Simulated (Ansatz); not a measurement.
`[OH][GeH2][SiH](O)Cl`, relaxed with RKS PBE-D4/def2-SVP in Ansatz from a rough embedded geometry. The force threshold is 0.03 eV/Å; the program also tests the step.

Charge 0, multiplicity 1.

Start:

```xyz
10

O     2.229   -0.963   -0.028
Ge    1.046    0.332    0.422
Si   -1.085   -0.301   -0.318
O    -2.183    0.929    0.111
Cl   -1.073   -0.614   -2.327
H     1.882   -1.770    0.484
H     1.040    0.560    1.938
H     1.440    1.633   -0.333
H    -1.442   -1.525    0.442
H    -1.854    1.721   -0.392
```

| step | energy (eV) | largest force (eV/Å) | largest move (Å) |
| --- | --- | --- | --- |
| 1 | -81057.9158 | 1.292 | 0.000 |
| 2 | -81058.0790 | 0.662 | 0.199 |
| 3 | -81058.1128 | 0.639 | 0.064 |
| 4 | -81058.1321 | 0.496 | 0.056 |
| 5 | -81058.1421 | 0.336 | 0.200 |
| 6 | -81058.1512 | 0.066 | 0.043 |
| 7 | -81058.1525 | 0.036 | 0.066 |
| 8 | -81058.1530 | 0.041 | 0.030 |
| 9 | -81058.1532 | 0.060 | 0.039 |
| 10 | -81058.1536 | 0.075 | 0.036 |
| 11 | -81058.1541 | 0.087 | 0.051 |
| 12 | -81058.1545 | 0.208 | 0.113 |
| 13 | -81058.1556 | 0.206 | 0.036 |
| 14 | -81058.1582 | 0.047 | 0.059 |
| 15 | -81058.1591 | 0.105 | 0.031 |
| 16 | -81058.1615 | 0.674 | 0.195 |
| 17 | -81058.1702 | 0.591 | 0.097 |
| 18 | -81058.1801 | 0.789 | 0.180 |
| 19 | -81058.1833 | 1.305 | 0.198 |
| 20 | -81058.2137 | 0.621 | 0.153 |
| 21 | -81058.2207 | 0.145 | 0.099 |
| 22 | -81058.2275 | 0.093 | 0.051 |
| 23 | -81058.2282 | 0.007 | 0.014 |

End:

```xyz
10

O     2.182   -0.920    0.013
Ge    1.053    0.314    0.697
Si   -1.142   -0.303   -0.069
O    -2.163    0.993   -0.351
Cl   -0.675   -1.324   -1.861
H     1.771   -1.287   -0.796
H     1.259    0.278    2.233
H     1.408    1.739    0.160
H    -1.935   -1.241    0.784
H    -1.760    1.752   -0.810
```

It took 33 s on 4 threads of an Arm Neoverse V2 on a shared host, with 0.18 GiB of host memory at the peak.
